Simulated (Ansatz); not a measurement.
Relaxation of CH5AlF2 (9 atoms, charge 0, multiplicity 1), to a largest force component of 0.03 eV/Å in at most 50 steps.

Theory: RKS PBE-D4/6-31G* (Ansatz).

```xyz
9
Properties=species:S:1:pos:R:3
Al -1.444 -0.278 -1.049
C 1.151 0.209 0.872
F -0.809 -1.232 -2.253
F -1.894 1.272 -1.446
H 0.146 -0.214 0.867
H -1.627 -0.817 0.380
H 1.206 0.987 1.648
H 1.396 0.662 -0.104
H 1.874 -0.591 1.086
```

Question: Where does it end, and by what steps?

Answer: It converged. After 26 steps the energy has fallen by 0.267 eV; H9 moved furthest, 1.25 Å.

```csv
step,energy less start (eV),largest force component (eV/Å),accepted
0,0.0000,0.464,yes
1,-0.0810,0.198,yes
2,-0.0891,0.500,yes
3,-0.0917,0.524,yes
4,-0.1381,0.309,yes
5,-0.1786,0.238,yes
6,-0.1964,0.248,yes
7,-0.1980,0.161,yes
8,-0.2008,0.106,yes
9,-0.2054,0.352,yes
10,-0.2115,0.288,yes
11,-0.2196,0.430,yes
12,-0.2297,0.264,yes
13,-0.2414,0.047,yes
14,-0.2453,0.054,yes
15,-0.2210,0.615,no
16,-0.2476,0.030,yes
17,-0.2477,0.150,yes
18,-0.2490,0.123,yes
19,-0.2580,0.094,yes
20,-0.2603,0.074,yes
21,-0.2425,0.730,no
22,-0.2639,0.057,yes
23,-0.2654,0.040,yes
24,-0.2656,0.113,yes
25,-0.2640,0.103,no
26,-0.2667,0.024,yes
```

```xyz
9
Properties=species:S:1:pos:R:3
Al -1.061 -0.330 -0.974
C 0.860 0.261 0.842
F -0.073 -1.357 -1.844
F -1.188 1.245 -1.511
H 0.274 -0.101 1.698
H -2.063 -0.897 0.108
H 1.837 0.633 1.189
H 0.348 1.113 0.356
H 1.066 -0.566 0.135
```

Run time: 22 s on 2 threads of Intel(R) Xeon(R) Platinum 8488C (Sapphire Rapids), with other jobs on the host, peak memory 0.17 GiB.
